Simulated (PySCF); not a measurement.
**Deuteron quadrupole couplings in `C=C(OC)C(=O)O[SiH3]`**

Compound: C4H8O3Si.
Cartesian coordinates in Å at the GFN2-xTB level; atoms count from 1:
```
atom  x, y, z in Å
C1    -1.8103    0.9316   -0.5776
C2    -0.7650    0.2328   -0.1316
O3    -0.7755   -0.8745    0.6482
C4    -2.0325   -1.3653    1.0499
C5     0.6156    0.6674   -0.4987
O6     0.8473    1.6298   -1.1882
O7     1.5649   -0.0972    0.0006
Si8    3.1756    0.2012   -0.2797
H9    -1.6212    1.7922   -1.1917
H10   -2.8333    0.6868   -0.3602
H11   -1.8290   -2.2443    1.6583
H12   -2.5744   -0.6236    1.6452
H13   -2.6404   -1.6495    0.1852
H14    3.5185    1.5123    0.2590
H15    3.4328    0.1221   -1.7129
H16    3.7193   -0.9128    0.4828
```

Level: PBE0/pcSseg-1 (PySCF, non-relativistic); Q(2H) = 0.00286 b; rigid geometry, the same for H and D, with no vibrational averaging.

Question: Rank these positions by the coupling χzz of a deuteron there, largest first.
A. H16 (Si–H hydrogen)
B. H12 (methyl hydrogen)
C. H10 (vinylic hydrogen)
D. H11 (methyl hydrogen)
E. H9 (vinylic hydrogen)

Answer: C (231 kHz), E (227 kHz), D (205 kHz), B (196 kHz), A (111 kHz).

Tabulate Vzz, the asymmetry η and χzz = 234.96 MHz × Q × Vzz for every hydrogen position.

| atom | bonded to | bond length (Å) | Vzz (au) | η | χzz (kHz) |
| --- | --- | --- | --- | --- | --- |
| H9 | C1 | 1.074 | 0.3371 | 0.06 | 227 |
| H10 | C1 | 1.074 | 0.3441 | 0.07 | 231 |
| H11 | C4 | 1.088 | 0.3049 | 0.07 | 205 |
| H12 | C4 | 1.095 | 0.2916 | 0.08 | 196 |
| H13 | C4 | 1.095 | 0.2915 | 0.08 | 196 |
| H14 | Si8 | 1.458 | 0.1626 | 0.05 | 109 |
| H15 | Si8 | 1.458 | 0.1627 | 0.05 | 109 |
| H16 | Si8 | 1.455 | 0.1651 | 0.02 | 111 |

Average by the element that carries the hydrogen.

on C: 211 kHz over 5 positions, mean bond length 1.085 Å; on Si: 110 kHz over 3 positions, mean bond length 1.457 Å.

Isolated species at its GFN2-xTB geometry (one conformer only). GFN2-xTB bond lengths can be off by several hundredths of an ångström, more for odd bonds, and the gradients follow them. The basis is small and wasn't made for field gradients, so the couplings can be 20 % off.
